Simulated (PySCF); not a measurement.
# HMoO2, doublet: structure and spectrum

These are results of PySCF, UPBE0, basis Mo def2-TZVP with ECP28, O def2-TZVP, H def2-TZVP (scalar-relativistic core potentials, no spin–orbit coupling, density fitting), not measurements.

The structure is a minimum.

```xyz
4
charge 0 multiplicity 2, angstrom
Mo    0.0000   -0.0892    0.1748
O     1.4577    0.2580   -0.5922
O    -1.4577    0.2580   -0.5922
H     0.0000    0.4732    1.8079
```

| Property | Result |
| --- | --- |
| Point group | Cs |
| Bond lengths | Mo–H 1.727 Å, Mo–O 1.683 Å (×2) |
| Bond angles | H–Mo–O 111.3° (×2), O–Mo–O 120.0° |
| Zero-point energy | 30.6 kJ/mol |
| Principal quadrupole moments (Buckingham, traceless) about the centre of mass | -7.10, -1.72, 8.83 D Å |
| Entropy at 298.15 K and 1 bar (electronic part: spin only) | 288.4 J/(mol K) |
| Highest occupied level (α) | -6.74 eV |
| Dipole moment | 2.46 D |
| Enthalpy at 298.15 K above 0 K | 12.84 kJ/mol |
| Lowest empty level (α) | -4.68 eV |
| Heat capacity Cp at 298.15 K | 54.5 J/(mol K) |
| Atomisation energy without zero-point energy | 1312 kJ/mol |
| Spin squared ⟨S²⟩ | 0.756 |
| Rotational symmetry number | 1 |
| Rotational constants | 0.8168, 0.2436, 0.1929 cm⁻¹ |
| Principal polarisabilities | 22.8, 43.8, 49.3 bohr³ |

Harmonic modes (masses in u: Mo 97.905, O 15.995, H 1.008):
```csv
symmetry,ω (cm⁻¹),IR (km/mol),μ (u),type
a',215,87.7,1.41,bend
a',343,1.1,5.83,bend
a'',637,10.3,1.07,bend
a'',999,280,16.15,stretch
a',1048,69.9,17.25,stretch
a',1878,123,1.02,stretch
```

Charges (e):
```tsv
atom	Mulliken	Löwdin	polar tensor	spin (Mulliken)	Mayer order to Mo1
Mo1	1.18	0.65	1.67	0.97	–
O2,3	-0.57	-0.29	-0.71	0.03	1.97
H4	-0.05	-0.07	-0.25	-0.03	0.94
```

Mulliken populations on Mo1 (electrons outside its core potential): s 2.37, p 6.42, d 3.96, f 0.07.

Outer orbital energies (eV). α occupied: -12.53, -12.10, -11.79, -11.22, -10.69, -9.43, -9.39, -6.74; empty: -4.68, -2.40, -0.79, -0.74. β occupied: -25.65, -12.34, -11.88, -11.66, -10.88, -10.31, -9.32, -9.28; empty: -4.30, -3.03, -2.08, -0.55.

Other isomers or separated fragments may lie lower. Open d and f shells are described by one determinant, and the ground state may have another occupation or spin. At this level a doublet minimum of Cs symmetry lies 79 kJ/mol below this structure.

The final relaxation and frequency run took 48 s on 4 threads of a shared Arm Neoverse V1 host, with 108 basis functions and 15 gradients; the process peaked at 1.2 GiB.
